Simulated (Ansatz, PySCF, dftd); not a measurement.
Species: BHCl, charge 0, doublet. BHCl (SMILES Cl[BH], doublet).
B3LYP-D3(BJ)/def2-TZVP minimum from Ansatz (a program for electronic structure):
```xyz
3

B     -1.1616     0.4363     0.0257
Cl     0.4653    -0.1115    -0.0041
H     -2.1022    -0.2864    -0.0582
```
Charge 0, spin multiplicity 2.

Quantity: enthalpy of formation at 298 K (by atomisation, with ideal-gas terms from PySCF's Hessian at B3LYP-D3(BJ)/def2-TZVP and the atoms' measured values of the G2/97 table; no spin-orbit terms), in kcal/mol. Radicals and triplets start from unrestricted determinants; spin-orbit coupling is neglected. Correlated methods leave the cores frozen. Rows without X2C or -DK are non-relativistic. CBS(X,Y): correlation extrapolated as X^-3, Hartree-Fock from the larger set (Q,5: extrapolated as (X+1)exp(-9√X)). A bracket is a step between two methods taken in the basis named. Functionals run without relativity, which enters their misses. '+ core + X2C': CCSD(T) terms for core correlation (cc-pwCVTZ, 1s frozen past Ne) and scalar relativity (cc-pVTZ-DK). For partners of very few electrons the exact lower level stands in for a higher one.

```json
[
 {"level": "HF/cc-pV(D+d)Z", "program": "Ansatz", "enthalpy of formation at 298 K (kcal/mol)": "73.8", "difference against the last row": "40.4"},
 {"level": "PBE0-D3(BJ)/def2-TZVPD", "program": "Ansatz + dftd3", "enthalpy of formation at 298 K (kcal/mol)": "27.8", "difference against the last row": "-5.6"},
 {"level": "PBE0/def2-TZVPD", "program": "Ansatz", "enthalpy of formation at 298 K (kcal/mol)": "28.5", "difference against the last row": "-4.9"},
 {"level": "MP2/cc-pV(D+d)Z", "program": "Ansatz", "enthalpy of formation at 298 K (kcal/mol)": "41.7", "difference against the last row": "8.3"},
 {"level": "CCSDT(Q)/cc-pV(D+d)Z", "program": "Ansatz", "enthalpy of formation at 298 K (kcal/mol)": "48.4", "difference against the last row": "15.0"},
 {"level": "CCSDTQ/cc-pV(D+d)Z", "program": "Ansatz", "enthalpy of formation at 298 K (kcal/mol)": "48.4", "difference against the last row": "15.0"},
 {"level": "CCSD(T)/CBS(cc-pV(Q+d)Z,cc-pV(5+d)Z) + [CCSDT(Q) - CCSD(T)]/cc-pV(Q+d)Z + core + X2C", "program": "Ansatz", "enthalpy of formation at 298 K (kcal/mol)": "33.4", "difference against the last row": "0.0"},
 {"level": "CCSD(T)/CBS(cc-pV(Q+d)Z,cc-pV(5+d)Z) + [CCSDT(Q) - CCSD(T)]/cc-pV(Q+d)Z + [CCSDTQ - CCSDT(Q)]/cc-pV(D+d)Z + core + X2C", "program": "Ansatz", "enthalpy of formation at 298 K (kcal/mol)": "33.4", "difference against the last row": "0.0"}
]
```
